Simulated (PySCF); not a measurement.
Compound: FGeH4N.
Numbering: `[NH2:1][GeH2:2][F:3]` (hydrogens: H4, H5 on N1; H6, H7 on Ge2)

Level of theory: MP2 and CCSD/aug-cc-pVDZ in PySCF, restricted Hartree–Fock reference, 11 core orbitals frozen, non-relativistic, gas phase, PBE0-D3(BJ)/def2-SVP geometry.

E(HF) = -2231.62509 Eh.

**Question.** How large is the problem?

**Answer.** 118 basis functions and 52 electrons; 11 orbitals frozen, which leaves o = 15 correlated occupied and v = 92 virtual orbitals. That is o·v = 1380 singles and o·v(o·v + 1)/2 = 952890 distinct closed-shell doubles amplitudes before symmetry; the costliest CCSD step grows as o²v⁴ = 1.6 × 10^10.

**Question.** What are the MP2 and CCSD correlation energies?

**Answer.** MP2 -0.5230 Eh and CCSD -0.5486 Eh, which gives totals of -2232.14809 and -2232.17372 Eh. That is 0.498 eV for each correlated electron at CCSD (1440 kJ/mol in all, 0.025 % of the total energy); MP2 gives 95.3 % of the CCSD value.

**Question.** What is the T1 diagnostic?

**Answer.** 0.0117, below the customary warning level of 0.02. It is the norm of the spatial-orbital singles amplitudes over the root of the number of correlated electrons, so the norm is 0.064.

**Question.** How does correlation change the dipole moment?

**Answer.** HF gives 1.77 D and CCSD (unrelaxed density) 1.69 D, a change of -0.08 D.

Connected triples and the basis-set limit are missing.

Shape of the structure used: `[NH2:1][GeH2:2][F:3]`: H–N1–Ge2–F3 -65°, H–N1–Ge2–F3 66°.

One conformer stands for the species.
